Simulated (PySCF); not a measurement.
CH6BNO2. Atoms are numbered in the order given.

```xyz
11

B     -0.0593    -0.5213     0.0000
O     -0.8560    -1.6359     0.0000
H     -0.3597    -2.4564     0.0000
O     -0.7316     0.6714     0.0000
C     -0.0592     1.8890     0.0000
H      0.5790     2.0175    -0.8953
H     -0.7988     2.7035     0.0000
H      0.5790     2.0175     0.8953
N      1.3601    -0.5835     0.0000
H      1.9477     0.2371     0.0000
H      1.8847    -1.4455     0.0000
```
Charge 0, spin multiplicity 1.

Geometry: PBE0-D3(BJ)/def2-SVP. One conformer was computed; it need not be the lowest.

Level of theory: PySCF with PBE/pcSseg-1.

GIAO shieldings, no solvent; atoms listed in one row are averaged. δ = σ(ref) − σ: ¹¹B against BF3 (σ = 83.9 ppm); ¹⁷O against H2O (σ = 334.3 ppm); ¹H against TMS (σ = 31.49 ppm); ¹³C against TMS (σ = 182.0 ppm); ¹⁵N against NH3 (σ = 267.0 ppm), references at their B3LYP-D3(BJ)/def2-TZVP geometries, non-relativistic.

```json
[
 {"nucleus": "¹¹B", "atoms": "B1", "count": "1", "δ (ppm)": "7.9"},
 {"nucleus": "¹⁷O", "atoms": "O2", "count": "1", "δ (ppm)": "87.8"},
 {"nucleus": "¹⁷O", "atoms": "O4", "count": "1", "δ (ppm)": "70.3"},
 {"nucleus": "¹H", "atoms": "H6, H7, H8", "count": "3", "δ (ppm)": "3.84"},
 {"nucleus": "¹H", "atoms": "H3", "count": "1", "δ (ppm)": "2.17"},
 {"nucleus": "¹H", "atoms": "H10", "count": "1", "δ (ppm)": "1.82"},
 {"nucleus": "¹H", "atoms": "H11", "count": "1", "δ (ppm)": "1.36"},
 {"nucleus": "¹³C", "atoms": "C5", "count": "1", "δ (ppm)": "54.7"},
 {"nucleus": "¹⁵N", "atoms": "N9", "count": "1", "δ (ppm)": "48.9"}
]
```
